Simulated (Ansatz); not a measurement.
Ansatz (a quantum-chemistry and plane-wave program) input (B3LYP/6-31G*):

Ansatz 0.2 input:
```yaml
crystal:
  periodic: [false, false, false]
  atoms:
    - {symbol: C, position_ang: [-1.49320300, -0.08692557, -0.13750401]}
    - {symbol: B, position_ang: [0.12291860, 0.14557674, -0.02893283]}
    - {symbol: O, position_ang: [0.78234235, 1.22809440, -0.27183504]}
    - {symbol: O, position_ang: [0.76141858, -1.09456331, 0.40129803]}
    - {symbol: H, position_ang: [-1.93252989, -0.39917498, 0.82520754]}
    - {symbol: H, position_ang: [-2.01429159, 0.82518038, -0.45954504]}
    - {symbol: H, position_ang: [-1.74962530, -0.88706680, -0.85258648]}
    - {symbol: H, position_ang: [1.69098431, -0.81351759, 0.42090825]}
basis:
  gaussian:
    orbitals: 6-31G*
hamiltonian:
  xc: {name: B3LYP}
total_charge: -1
phonons: {temperatures: {t_min: 298.15, t_max: 298.15, t_step: 100}}
```

Output:

```
Functional definition: B3LYP
integrals: 0.02 GiB planned
736 factors; integrals over basis functions are off by at most 4.0e-4 eV
mean field: 0.20 GiB planned
mean field evaluation 1: about -5871.4881 eV, gradient 4.5e1 eV
mean field evaluation 2: about -5863.4463 eV, gradient 7.9e1 eV
mean field evaluation 4: about -5875.5120 eV, gradient 2.3e0 eV
mean field evaluation 8: about -5875.5163 eV, gradient 2.3e-2 eV
mean field -5875.51628154 eV, -215.9212407787 hartree, gradient 4.6e-5 eV, S^2 0.000000; 0 other end points of the search recorded, 0 dependent functions left out
the calculation of the forces begins
reference -5875.51645454 eV, -215.9212471361 hartree; 16, 16 occupied and 52, 52 virtual orbitals, 736 factors
these checks for a lower state are left out or cut short: stability, starts, cluster_reference, orbital_swaps, neighbouring_geometries, increment
integrals: 0.02 GiB planned
736 factors; integrals over basis functions are off by at most 4.0e-4 eV
mean field: 0.20 GiB planned
mean field evaluation 16: about -5875.5203 eV, gradient 1.3e-1 eV
mean field -5875.51612004 eV, -215.9212348434 hartree, gradient 1.5e-6 eV, S^2 0.000000; 0 other end points of the search recorded, 0 dependent functions left out
the calculation of the forces begins
reference -5875.51629306 eV, -215.9212412018 hartree; 16, 16 occupied and 52, 52 virtual orbitals, 736 factors
these checks for a lower state are left out or cut short: stability, starts, cluster_reference, orbital_swaps, neighbouring_geometries, increment
integrals: 0.02 GiB planned
736 factors; integrals over basis functions are off by at most 4.1e-4 eV
mean field: 0.20 GiB planned
mean field -5875.51612074 eV, -215.9212348692 hartree, gradient 1.3e-6 eV, S^2 0.000000; 0 other end points of the search recorded, 0 dependent functions left out
the calculation of the forces begins
reference -5875.51629371 eV, -215.9212412257 hartree; 16, 16 occupied and 52, 52 virtual orbitals, 736 factors
these checks for a lower state are left out or cut short: stability, starts, cluster_reference, orbital_swaps, neighbouring_geometries, increment
integrals: 0.02 GiB planned
736 factors; integrals over basis functions are off by at most 4.1e-4 eV
mean field: 0.20 GiB planned
mean field evaluation 32: about -5875.5161 eV, gradient 4.6e-5 eV
mean field -5875.51614597 eV, -215.9212357967 hartree, gradient 1.4e-6 eV, S^2 0.000000; 0 other end points of the search recorded, 0 dependent functions left out
the calculation of the forces begins
reference -5875.51631901 eV, -215.9212421555 hartree; 16, 16 occupied and 52, 52 virtual orbitals, 736 factors
these checks for a lower state are left out or cut short: stability, starts, cluster_reference, orbital_swaps, neighbouring_geometries, increment
integrals: 0.02 GiB planned
736 factors; integrals over basis functions are off by at most 4.0e-4 eV
mean field: 0.20 GiB planned
mean field -5875.51614938 eV, -215.9212359217 hartree, gradient 1.9e-6 eV, S^2 0.000000; 0 other end points of the search recorded, 0 dependent functions left out
the calculation of the forces begins
reference -5875.51632233 eV, -215.9212422778 hartree; 16, 16 occupied and 52, 52 virtual orbitals, 736 factors
these checks for a lower state are left out or cut short: stability, starts, cluster_reference, orbital_swaps, neighbouring_geometries, increment
integrals: 0.02 GiB planned
736 factors; integrals over basis functions are off by at most 4.0e-4 eV
mean field: 0.20 GiB planned
mean field -5875.51608603 eV, -215.9212335939 hartree, gradient 1.7e-6 eV, S^2 0.000000; 0 other end points of the search recorded, 0 dependent functions left out
the calculation of the forces begins
reference -5875.51625900 eV, -215.9212399504 hartree; 16, 16 occupied and 52, 52 virtual orbitals, 736 factors
these checks for a lower state are left out or cut short: stability, starts, cluster_reference, orbital_swaps, neighbouring_geometries, increment
integrals: 0.02 GiB planned
736 factors; integrals over basis functions are off by at most 4.0e-4 eV
mean field: 0.20 GiB planned
mean field -5875.51610013 eV, -215.9212341120 hartree, gradient 1.5e-6 eV, S^2 0.000000; 0 other end points of the search recorded, 0 dependent functions left out
the calculation of the forces begins
reference -5875.51627315 eV, -215.9212404704 hartree; 16, 16 occupied and 52, 52 virtual orbitals, 736 factors
these checks for a lower state are left out or cut short: stability, starts, cluster_reference, orbital_swaps, neighbouring_geometries, increment
integrals: 0.02 GiB planned
736 factors; integrals over basis functions are off by at most 4.0e-4 eV
mean field: 0.20 GiB planned
mean field -5875.51618738 eV, -215.9212373185 hartree, gradient 1.1e-6 eV, S^2 0.000000; 0 other end points of the search recorded, 0 dependent functions left out
[...]
mean field -5875.51625662 eV, -215.9212398629 hartree, gradient 2.5e-6 eV, S^2 0.000000; 0 other end points of the search recorded, 0 dependent functions left out
the calculation of the forces begins
reference -5875.51642966 eV, -215.9212462218 hartree; 16, 16 occupied and 52, 52 virtual orbitals, 736 factors
these checks for a lower state are left out or cut short: stability, starts, cluster_reference, orbital_swaps, neighbouring_geometries, increment
integrals: 0.02 GiB planned
736 factors; integrals over basis functions are off by at most 4.0e-4 eV
mean field: 0.20 GiB planned
mean field -5875.51626110 eV, -215.9212400275 hartree, gradient 2.4e-6 eV, S^2 0.000000; 0 other end points of the search recorded, 0 dependent functions left out
the calculation of the forces begins
reference -5875.51643408 eV, -215.9212463844 hartree; 16, 16 occupied and 52, 52 virtual orbitals, 736 factors
these checks for a lower state are left out or cut short: stability, starts, cluster_reference, orbital_swaps, neighbouring_geometries, increment
integrals: 0.02 GiB planned
736 factors; integrals over basis functions are off by at most 4.0e-4 eV
mean field: 0.20 GiB planned
mean field -5875.51626084 eV, -215.9212400177 hartree, gradient 1.6e-6 eV, S^2 0.000000; 0 other end points of the search recorded, 0 dependent functions left out
the calculation of the forces begins
reference -5875.51643384 eV, -215.9212463756 hartree; 16, 16 occupied and 52, 52 virtual orbitals, 736 factors
these checks for a lower state are left out or cut short: stability, starts, cluster_reference, orbital_swaps, neighbouring_geometries, increment
integrals: 0.02 GiB planned
736 factors; integrals over basis functions are off by at most 4.0e-4 eV
mean field: 0.20 GiB planned
mean field -5875.51620312 eV, -215.9212378966 hartree, gradient 1.1e-6 eV, S^2 0.000000; 0 other end points of the search recorded, 0 dependent functions left out
the calculation of the forces begins
reference -5875.51637616 eV, -215.9212442558 hartree; 16, 16 occupied and 52, 52 virtual orbitals, 736 factors
these checks for a lower state are left out or cut short: stability, starts, cluster_reference, orbital_swaps, neighbouring_geometries, increment
integrals: 0.02 GiB planned
736 factors; integrals over basis functions are off by at most 4.0e-4 eV
mean field: 0.20 GiB planned
mean field -5875.51620367 eV, -215.9212379169 hartree, gradient 1.5e-6 eV, S^2 0.000000; 0 other end points of the search recorded, 0 dependent functions left out
the calculation of the forces begins
reference -5875.51637662 eV, -215.9212442726 hartree; 16, 16 occupied and 52, 52 virtual orbitals, 736 factors
these checks for a lower state are left out or cut short: stability, starts, cluster_reference, orbital_swaps, neighbouring_geometries, increment
integrals: 0.02 GiB planned
736 factors; integrals over basis functions are off by at most 4.1e-4 eV
mean field: 0.20 GiB planned
mean field evaluation 160: about -5875.5162 eV, gradient 1.3e-6 eV
mean field -5875.51619953 eV, -215.9212377647 hartree, gradient 1.3e-6 eV, S^2 0.000000; 0 other end points of the search recorded, 0 dependent functions left out
the calculation of the forces begins
reference -5875.51637254 eV, -215.9212441229 hartree; 16, 16 occupied and 52, 52 virtual orbitals, 736 factors
these checks for a lower state are left out or cut short: stability, starts, cluster_reference, orbital_swaps, neighbouring_geometries, increment
integrals: 0.02 GiB planned
736 factors; integrals over basis functions are off by at most 4.0e-4 eV
mean field: 0.20 GiB planned
mean field -5875.51619971 eV, -215.9212377716 hartree, gradient 1.9e-6 eV, S^2 0.000000; 0 other end points of the search recorded, 0 dependent functions left out
the calculation of the forces begins
reference -5875.51637269 eV, -215.9212441283 hartree; 16, 16 occupied and 52, 52 virtual orbitals, 736 factors
these checks for a lower state are left out or cut short: stability, starts, cluster_reference, orbital_swaps, neighbouring_geometries, increment
integrals: 0.02 GiB planned
736 factors; integrals over basis functions are off by at most 4.0e-4 eV
mean field: 0.20 GiB planned
mean field -5875.51625891 eV, -215.9212399469 hartree, gradient 9.5e-7 eV, S^2 0.000000; 0 other end points of the search recorded, 0 dependent functions left out
the calculation of the forces begins
reference -5875.51643188 eV, -215.9212463034 hartree; 16, 16 occupied and 52, 52 virtual orbitals, 736 factors
these checks for a lower state are left out or cut short: stability, starts, cluster_reference, orbital_swaps, neighbouring_geometries, increment
integrals: 0.02 GiB planned
736 factors; integrals over basis functions are off by at most 4.1e-4 eV
mean field: 0.20 GiB planned
mean field -5875.51625877 eV, -215.9212399418 hartree, gradient 1.1e-6 eV, S^2 0.000000; 0 other end points of the search recorded, 0 dependent functions left out
the calculation of the forces begins
reference -5875.51643179 eV, -215.9212463001 hartree; 16, 16 occupied and 52, 52 virtual orbitals, 736 factors
these checks for a lower state are left out or cut short: stability, starts, cluster_reference, orbital_swaps, neighbouring_geometries, increment
integrals: 0.02 GiB planned
736 factors; integrals over basis functions are off by at most 4.0e-4 eV
mean field: 0.20 GiB planned
mean field -5875.51626338 eV, -215.9212401113 hartree, gradient 1.0e-6 eV, S^2 0.000000; 0 other end points of the search recorded, 0 dependent functions left out
the calculation of the forces begins
reference -5875.51643635 eV, -215.9212464677 hartree; 16, 16 occupied and 52, 52 virtual orbitals, 736 factors
these checks for a lower state are left out or cut short: stability, starts, cluster_reference, orbital_swaps, neighbouring_geometries, increment
integrals: 0.02 GiB planned
736 factors; integrals over basis functions are off by at most 4.0e-4 eV
mean field: 0.20 GiB planned
mean field evaluation 192: about -5875.5163 eV, gradient 5.4e-5 eV
mean field -5875.51626101 eV, -215.9212400242 hartree, gradient 1.5e-6 eV, S^2 0.000000; 0 other end points of the search recorded, 0 dependent functions left out
the calculation of the forces begins
reference -5875.51643403 eV, -215.9212463827 hartree; 16, 16 occupied and 52, 52 virtual orbitals, 736 factors
these checks for a lower state are left out or cut short: stability, starts, cluster_reference, orbital_swaps, neighbouring_geometries, increment
integrals: 0.02 GiB planned
736 factors; integrals over basis functions are off by at most 4.0e-4 eV
mean field: 0.20 GiB planned
mean field -5875.51621061 eV, -215.9212381718 hartree, gradient 2.2e-6 eV, S^2 0.000000; 0 other end points of the search recorded, 0 dependent functions left out
the calculation of the forces begins
reference -5875.51638359 eV, -215.9212445289 hartree; 16, 16 occupied and 52, 52 virtual orbitals, 736 factors
these checks for a lower state are left out or cut short: stability, starts, cluster_reference, orbital_swaps, neighbouring_geometries, increment
integrals: 0.02 GiB planned
736 factors; integrals over basis functions are off by at most 4.0e-4 eV
mean field: 0.20 GiB planned
mean field -5875.51620661 eV, -215.9212380252 hartree, gradient 1.1e-6 eV, S^2 0.000000; 0 other end points of the search recorded, 0 dependent functions left out
the calculation of the forces begins
reference -5875.51637962 eV, -215.9212443830 hartree; 16, 16 occupied and 52, 52 virtual orbitals, 736 factors
Total energy: -5875.51645454 eV, -215.9212471361 hartree
Atom 0 at    -1.493203    -0.086926    -0.137504 Å, force    -0.001029    -0.000041    -0.000100 eV/Å
Atom 1 at     0.122919     0.145577    -0.028933 Å, force     0.000880    -0.002593     0.000850 eV/Å
Atom 2 at     0.782342     1.228094    -0.271835 Å, force     0.000611     0.000701    -0.000137 eV/Å
Atom 3 at     0.761419    -1.094563     0.401298 Å, force    -0.002153     0.001361    -0.000631 eV/Å
Atom 4 at    -1.932530    -0.399175     0.825208 Å, force     0.000340     0.000042    -0.000226 eV/Å
Atom 5 at    -2.014292     0.825180    -0.459545 Å, force     0.000024    -0.000153     0.000047 eV/Å
Atom 6 at    -1.749625    -0.887067    -0.852586 Å, force     0.000291     0.000175     0.000231 eV/Å
Atom 7 at     1.690984    -0.813518     0.420908 Å, force     0.001035     0.000508    -0.000035 eV/Å
Dipole moment:    -0.201925    -0.397167     0.093481 e Å
Vibrations: 65.98 321.29 451.27 455.65 610.21 703.33 816.96 901.60 1020.34 1141.82 1311.70 1505.81 1512.06 1616.01 2974.15 3016.47 3064.92 3709.76 cm⁻¹, zero-point energy 1.562159 eV
```

The blocks after the first are displaced geometries, from whose forces the wavenumbers follow.

The dipole moment of an ion depends on the origin.
